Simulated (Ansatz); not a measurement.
Relaxation of a periodic cell of 33 atoms, Al32C (host Al, host structure fcc, interstitial C), to a largest force component of 0.03 eV/Å in at most 60 steps.

Computed with DFT PBE, scalar-relativistic, plane waves, PAW in Ansatz 0.2.0. Settings: PAW set soft_1, cutoff 420 eV, k mesh 3x3x3, fermi-dirac smearing 0.1 eV, no spin polarisation.

```xyz
33
Lattice="8.1000 0.0000 0.0000 0.0000 8.1000 0.0000 0.0000 0.0000 8.1000" Properties=species:S:1:pos:R:3
Al 4.050 0.000 0.000
Al 6.075 2.025 0.000
Al 6.075 0.000 2.025
Al 0.000 0.000 0.000
Al 2.025 2.025 0.000
Al 4.050 4.050 0.000
Al 6.075 6.075 0.000
Al 2.025 0.000 2.025
Al 4.050 2.025 2.025
Al 6.075 4.050 2.025
Al 4.050 0.000 4.050
Al 6.075 2.025 4.050
Al 6.075 0.000 6.075
Al 0.000 4.050 0.000
Al 2.025 6.075 0.000
Al 0.000 2.025 2.025
Al 2.025 4.050 2.025
Al 4.050 6.075 2.025
Al 0.000 0.000 4.050
Al 2.025 2.025 4.050
Al 4.050 4.050 4.050
Al 6.075 6.075 4.050
Al 2.025 0.000 6.075
Al 4.050 2.025 6.075
Al 6.075 4.050 6.075
Al 0.000 6.075 2.025
Al 0.000 4.050 4.050
Al 2.025 6.075 4.050
Al 0.000 2.025 6.075
Al 2.025 4.050 6.075
Al 4.050 6.075 6.075
Al 0.000 6.075 6.075
C 6.065 6.007 6.065
```

**Question.** Where does it end, and by what steps?

**Answer.** The forces met the threshold. Limits of this set-up: coarse k mesh. After 4 steps the energy has fallen by 0.240 eV; Al25 moved furthest, 0.07 Å.

```csv
step,energy less start (eV),largest force component (eV/Å),accepted
0,0.0000,1.344,yes
1,-0.1785,0.755,yes
2,-0.2362,0.158,yes
3,-0.2382,0.094,yes
4,-0.2403,0.003,yes
```

```xyz
33
Lattice="8.1000 0.0000 0.0000 0.0000 8.1000 0.0000 0.0000 0.0000 8.1000" Properties=species:S:1:pos:R:3
Al 4.023 0.026 0.027
Al 6.075 2.023 0.020
Al 6.075 0.018 2.025
Al 0.027 0.026 0.027
Al 2.025 2.023 -0.001
Al 4.022 4.020 0.028
Al 6.075 6.073 0.070
Al 2.025 -0.003 2.025
Al 4.051 2.023 2.025
Al 6.075 4.028 2.025
Al 4.022 0.026 4.022
Al 6.075 2.023 4.030
Al 6.075 0.067 6.075
Al 0.028 4.020 0.028
Al 2.025 6.074 0.020
Al -0.002 2.023 2.025
Al 2.025 4.050 2.025
Al 4.030 6.074 2.025
Al 0.027 0.026 4.023
Al 2.025 2.023 4.051
Al 4.021 4.020 4.022
Al 6.075 6.073 3.979
Al 2.025 0.018 6.075
Al 4.030 2.023 6.075
Al 6.075 3.976 6.075
Al 0.020 6.074 2.025
Al 0.028 4.020 4.022
Al 2.025 6.074 4.030
Al 0.020 2.023 6.075
Al 2.025 4.028 6.075
Al 3.979 6.073 6.075
Al 0.070 6.073 6.075
C 6.074 6.071 6.074
```

Run time: 54 s on 4 threads of Arm Neoverse V1, with other jobs on the host, peak memory 1.4 GiB.
